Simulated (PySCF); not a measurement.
[La(NH3)]3+ at several levels of theory

Computed with PySCF 2.14.0 (density fitting, no spin-orbit coupling) at the geometry relaxed with PBE0:

```xyz
5
[La(NH3)]3+ (singlet)
La    0.0000    0.0000   -0.2150
N     0.0000    0.0000    2.2628
H     0.9394    0.0000    2.7191
H    -0.4697    0.8135    2.7191
H    -0.4697   -0.8135    2.7191
```

| level | basis | state | HOMO (eV) | gap (eV) | charge on La1 (e) | population of f-type functions on La1 (polarisation alone where 4f lies in the core) | dipole about the centre of mass (D) | largest force component (eV/Å) |
| --- | --- | --- | --- | --- | --- | --- | --- | --- |
| PBE0 | La lcecp-1-SVP with ECP46, N def2-SVP, H def2-SVP | singlet | -26.69 | 7.14 | 2.53 | 0.02 | 3.05 | 0.00 |
| revPBE | the same | singlet | -25.30 | 4.80 | 2.49 | 0.02 | 3.35 | 0.35 |
| PBE0 | La lcecp-1-TZVP with ECP46, N def2-TZVP, H def2-TZVP | singlet | -26.62 | 7.13 | 2.59 | 0.03 | 3.14 | 0.29 |
| PBE0 | La x2c-SVPall, N x2c-SVPall, H x2c-SVPall | singlet | -26.82 | 7.01 | 2.51 | 0.05 | 3.12 | 0.63 |

In the lcecp rows the 4f levels are missing from HOMO and gap, and the state counts the valence alone.

Charges are Mulliken's, which hang on the basis. The relaxation used the grid (50, 194), these runs (75, 302) or, all-electron (x2c bases, spin-free X2C Hamiltonian), (99, 590).

Question: A further run in the first row's basis gives HOMO (eV) -29.99, gap (eV) 14.13, charge on La1 (e) 2.66, population of f-type functions on La1 (polarisation alone where 4f lies in the core) 0.02, dipole about the centre of mass (D) 2.23, largest force component (eV/Å) 1.19. Which level was it?
A. PBE
B. TPSSh
C. HF

Answer: C. The others give HOMO -25.34 eV (PBE); -25.90 eV (TPSSh).

In the first row's basis the gap widens with exact exchange: 4.8 eV for revPBE, PBE (none); 6.0 to 7.1 eV for TPSSh, PBE0 (a fixed share); 14.1 eV for Hartree–Fock (rising or full at long range).
